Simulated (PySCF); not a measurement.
## Worked example: entropy of an ideal gas

GeH5N, SMILES [NH2][GeH3].

The structure is a stationary point at PBE0-D3(BJ)/def2-TZVP.

PySCF 2.14.0 with PBE0-D3(BJ)/def2-TZVP gives the harmonic wavenumbers 173, 541, 576, 642, 710, 857, 883, 890, 947, 1585, 2102, 2165, 2169, 3555, 3647 cm⁻¹ and the rotational temperatures 3.0193, 0.4574, 0.4478 K. The molar mass is 91.68 g/mol, the symmetry number 1, the spin multiplicity 1.

Task: Work out the entropy at 298.15 K and 1 atm in the rigid-rotor, harmonic-oscillator model.

Result: 
Translation (Sackur–Tetrode at 1 atm): S = R[1.5 ln M + 2.5 ln T − 1.16487] = 165.1 J/(mol K).
Rotation: q = (√π/σ) T^1.5/√(θA θB θC) = 11600, S = R[ln q + 3/2] = 90.3 J/(mol K).
Vibration: with u = 1.4388 ν/T, each mode gives R[u/(e^u − 1) − ln(1 − e^−u)]:
| ν (cm⁻¹) | modes | u | S (J/(mol K)) |
|---|---|---|---|
| 173 | 1 | 0.83 | 10.05 |
| 541 | 1 | 2.61 | 2.36 |
| 576 | 1 | 2.78 | 2.06 |
| 642 | 1 | 3.10 | 1.60 |
| 710 | 1 | 3.43 | 1.23 |
| 857 | 1 | 4.14 | 0.69 |
| 883 | 1 | 4.26 | 0.63 |
| 890 | 1 | 4.29 | 0.61 |
| 947 | 1 | 4.57 | 0.48 |
| 1585 | 1 | 7.65 | 0.03 |
The stiffer modes add less than 0.005 each. Sum 19.8 J/(mol K).
Spin: R ln 1 = 0.0 J/(mol K).
Total 275.1 J/(mol K); the program's own thermochemistry gives 275.1. Translation makes up 60 % and vibration 7 %. Anharmonicity, hindered rotation and orbital degeneracy are left out.
